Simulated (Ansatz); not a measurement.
A structure relaxed at PBE0-D4/def2-TZVP, charge 0, multiplicity 1:

```tsv
atom	x (Å)	y (Å)	z (Å)
Cl1	-0.1848	-2.4796	1.2435
B2	-0.0753	-1.0839	0.2340
C3	-0.9176	0.1556	0.0304
Si4	0.9946	0.4348	-0.2824
H5	-1.2227	0.3720	-0.9982
H6	-1.6406	0.5319	0.7506
H7	1.1775	0.9294	-1.6652
H8	1.8690	1.1397	0.6874
```

Problem. Give its formula and SMILES.

Solution. CH4BClSi, `ClB1C[SiH2]1`.

Problem. Summarise the bond lengths by kind.

Solution. 1 × B–Cl 1.726 Å; 1 × B–C 1.512 Å; 1 × B–Si 1.928 Å; 1 × C–Si 1.958 Å; 2 × C–H 1.088 to 1.094 Å; 2 × H–Si 1.480 to 1.484 Å.

Computed with Ansatz.
